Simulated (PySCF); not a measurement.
C3H5, SMILES [CH]1CC1, multiplicity 2.

The structure is a stationary point at PBE-D3(BJ)/def2-TZVP.

Level of theory: PBE-D3(BJ)/def2-TZVP run with PySCF.

Harmonic, unscaled wavenumbers; measured fundamentals usually lie a few per cent lower.

Computed harmonic wavenumbers and intensities:
| mode | ν (cm⁻¹) | IR (km/mol) | moving atoms (share of kinetic energy) |
|---|---|---|---|
| 1 | 519 | 28.4 | H 94 % |
| 2 | 738 | 4.3 | H 85 %, C 15 % |
| 3 | 752 | 6.2 | H 93 % |
| 4 | 837 | 6.9 | C 71 %, H 29 % |
| 5 | 916 | 23.6 | H 51 %, C 49 % |
| 6 | 979 | 22.3 | H 83 %, C 17 % |
| 7 | 1015 | 2.3 | H 70 %, C 30 % |
| 8 | 1049 | 0.3 | H 53 %, C 47 % |
| 9 | 1053 | 3.7 | H 65 %, C 35 % |
| 10 | 1118 | 0.0 | H 71 %, C 29 % |
| 11 | 1247 | 1.5 | C 70 %, H 30 % |
| 12 | 1400 | 1.9 | H 93 % |
| 13 | 1427 | 0.9 | H 73 %, C 27 % |
| 14 | 3019 | 11.9 | H 95 % |
| 15 | 3021 | 19.3 | H 96 % |
| 16 | 3080 | 0.5 | H 90 %, C 10 % |
| 17 | 3093 | 18.4 | H 90 %, C 10 % |
| 18 | 3159 | 7.0 | H 91 %, C 9 % |
